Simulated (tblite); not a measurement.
C4H7BCl2S.
SMILES with atom numbers: `[CH3:1][S:2][C@@H:3]1[CH2:4][C@@H:5]1[B:6]([Cl:7])[Cl:8]` (hydrogens: H9, H10, H11 on C1; H12 on C3; H13, H14 on C4; H15 on C5)

Computed with GFN2-xTB (tblite), gas phase: L-BFGS steps from a force-field or distance-geometry start until the largest atomic force falls under 0.01 eV/Å.

At the end of the run (lengths in Å): B6–Cl8 1.717, B6–Cl7 1.730, C3–C5 1.531, C1–S2 1.815, C3–H12 1.083, C5–B6 1.556, S2–C3 1.791, C4–C5–B6 122.2°, C5–B6–Cl8 122.5°, C1–S2–C3 98.4°, C5–B6–Cl7 119.0°, C1–S2–C3–C4 145°, S2–C3–C4–C5 -111°, C3–C4–C5–B6 112°, H15–C5–B6–Cl7 11°, H9–C1–S2–C3 -62°.

Task: These geometries were met on the way; a selection of coordinates is given. Order them by energy above the end point, lowest first.
A. B6–Cl8 1.715, B6–Cl7 1.726, C3–C5 1.518, C1–S2 1.824, C3–H12 1.082, C5–B6 1.571, S2–C3 1.796, C4–C5–B6 121.6°, C5–B6–Cl8 120.6°, C1–S2–C3 99.3°, C5–B6–Cl7 120.1°, C1–S2–C3–C4 156°, S2–C3–C4–C5 -110°, C3–C4–C5–B6 111°, H15–C5–B6–Cl7 59°, H9–C1–S2–C3 -41°
B. B6–Cl8 1.722, B6–Cl7 1.711, C3–C5 1.507, C1–S2 1.826, C3–H12 1.082, C5–B6 1.573, S2–C3 1.804, C4–C5–B6 119.9°, C5–B6–Cl8 116.9°, C1–S2–C3 102.6°, C5–B6–Cl7 125.2°, C1–S2–C3–C4 -169°, S2–C3–C4–C5 -115°, C3–C4–C5–B6 118°, H15–C5–B6–Cl7 108°, H9–C1–S2–C3 -120°
C. B6–Cl8 1.870, B6–Cl7 1.850, C3–C5 1.479, C1–S2 1.803, C3–H12 1.125, C5–B6 1.577, S2–C3 1.813, C4–C5–B6 110.7°, C5–B6–Cl8 113.9°, C1–S2–C3 106.9°, C5–B6–Cl7 122.7°, C1–S2–C3–C4 -167°, S2–C3–C4–C5 -113°, C3–C4–C5–B6 116°, H15–C5–B6–Cl7 89°, H9–C1–S2–C3 -125°
D. B6–Cl8 1.724, B6–Cl7 1.717, C3–C5 1.510, C1–S2 1.818, C3–H12 1.084, C5–B6 1.581, S2–C3 1.796, C4–C5–B6 121.5°, C5–B6–Cl8 119.1°, C1–S2–C3 99.3°, C5–B6–Cl7 123.5°, C1–S2–C3–C4 161°, S2–C3–C4–C5 -112°, C3–C4–C5–B6 117°, H15–C5–B6–Cl7 91°, H9–C1–S2–C3 -89°
E. B6–Cl8 1.737, B6–Cl7 1.702, C3–C5 1.518, C1–S2 1.860, C3–H12 1.057, C5–B6 1.598, S2–C3 1.827, C4–C5–B6 117.3°, C5–B6–Cl8 113.7°, C1–S2–C3 105.3°, C5–B6–Cl7 123.8°, C1–S2–C3–C4 -170°, S2–C3–C4–C5 -108°, C3–C4–C5–B6 121°, H15–C5–B6–Cl7 96°, H9–C1–S2–C3 -125°

Result: A (0.108 eV), D (0.180 eV), B (0.290 eV), E (0.466 eV), C (1.073 eV).

| step | E above end (eV) | rms distance from the end, all atoms (Å) | largest force (eV/Å) | rms shift of all bonds from the end (Å) |
| --- | --- | --- | --- | --- |
| 125 | 0.108 | 0.483 | 0.136 | 0.007 |
| 87 | 0.180 | 0.738 | 0.099 | 0.010 |
| 14 | 0.290 | 0.994 | 0.134 | 0.011 |
| 2 | 0.466 | 1.006 | 1.216 | 0.024 |
| 0 | 1.073 | 1.023 | 2.770 | 0.057 |

Rows stand in the order of the answer.
